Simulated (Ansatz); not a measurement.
Ansatz (a quantum-chemistry and plane-wave program) input (CCSD(T)/def2-SVP):

Ansatz 0.2 input:
```yaml
crystal:
  periodic: [false, false, false]
  atoms:
    - {symbol: Lu, position_ang: [-0.00000000, -0.00000000, -0.02644740]}
    - {symbol: H, position_ang: [0.00000000, 0.00000000, 1.87776509]}
basis:
  gaussian:
    orbitals: def2-SVP
magnetization: {spin_polarized: false}
correlation: {method: ccsd_t, electrons: outside_noble_gas}
```

Output:

```
Functional definition: HF
integrals: 0.07 GiB planned
635 factors; integrals over basis functions are off by at most 9.4e-4 eV
mean field: 0.23 GiB planned
mean field evaluation 1: about -33549.2383 eV, gradient 1.3e1 eV
mean field evaluation 2: about -33549.2391 eV, gradient 1.3e1 eV
mean field evaluation 4: about -33549.9966 eV, gradient 4.0e0 eV
mean field evaluation 8: about -33550.0189 eV, gradient 1.8e-1 eV
mean field evaluation 16: about -33549.9036 eV, gradient 1.3e1 eV
mean field -33550.01927010 eV, -1232.9404671565 hartree, gradient 2.7e-6 eV, S^2 0.000000; 0 other end points of the search recorded, 0 dependent functions left out; unrestricted orbitals would lower it
20 core orbitals not correlated
reference -33550.01927010 eV, -1232.9404671565 hartree; 2, 2 occupied and 64, 64 virtual orbitals, 635 factors
second order -1.26674542 eV of doubles, -0.00000000 eV of singles
coupled cluster: 0.14 GiB planned
cycle   1  -1.56607947 eV  change   -3.0e-1 eV  update   7.3e-2
cycle   2  -1.74784270 eV  change   -1.8e-1 eV  update   3.4e-2
cycle   3  -1.75112960 eV  change   -3.3e-3 eV  update   8.5e-3
cycle   4  -1.75328424 eV  change   -2.2e-3 eV  update   3.4e-3
cycle   5  -1.75401479 eV  change   -7.3e-4 eV  update   1.4e-3
cycle   6  -1.75368797 eV  change    3.3e-4 eV  update   4.7e-4
cycle   7  -1.75402522 eV  change   -3.4e-4 eV  update   2.2e-4
cycle   8  -1.75403964 eV  change   -1.4e-5 eV  update   1.0e-4
cycle   9  -1.75397487 eV  change    6.5e-5 eV  update   3.2e-5
cycle  10  -1.75399716 eV  change   -2.2e-5 eV  update   9.5e-6
cycle  11  -1.75399825 eV  change   -1.1e-6 eV  update   3.1e-6
perturbative correction -0.02581840 eV, -0.0009488088 hartree
Total energy: -33551.79908676 eV, -1233.0058742120 hartree
```
